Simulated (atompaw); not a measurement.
An all-electron radial function and its pseudo partner (C)

Columns: radius, all-electron u(r) and pseudo u(r) of the 2s shell (level -19.26 eV) of carbon in the configuration [He] 2s2 2p1.5; PBEsol, scalar-relativistic, PAW (atompaw) scheme, atompaw 4.2.0.5.

```
r (bohr)  all-electron  pseudo
   0.087       -0.3240  0.1047
   0.173       -0.3477  0.2063
   0.260       -0.2329  0.3057
   0.346       -0.0649  0.3989
   0.433        0.1161  0.4866
   0.519        0.2842  0.5655
   0.606        0.4330  0.6364
   0.692        0.5558  0.6968
   0.779        0.6547  0.7475
   0.865        0.7285  0.7872
   0.952        0.7815  0.8166
   1.038        0.8149  0.8354
   1.125        0.8326  0.8444
   1.212        0.8368  0.8441
   1.298        0.8301  0.8355
   1.385        0.8146  0.8194
   1.471        0.7926  0.7973
   1.558        0.7653  0.7698
   1.644        0.7346  0.7387
   1.731        0.7010  0.7044
   1.817        0.6662  0.6687
   1.904        0.6302  0.6317
   1.990        0.5944  0.5952
   2.077        0.5584  0.5587
   2.163        0.5235  0.5236
   2.250        0.4892  0.4892
```

Question: How many radial nodes do the two functions have?

Answer: The all-electron 2s function has n − l − 1 = 1; the pseudo-wave has 0, since the states of the same l below it are removed with the core.

Question: Is the pseudo-wave norm-conserving?

Answer: No, it belongs to a PAW set: the norm inside the radius is not constrained, and the difference is carried by the augmentation charge.
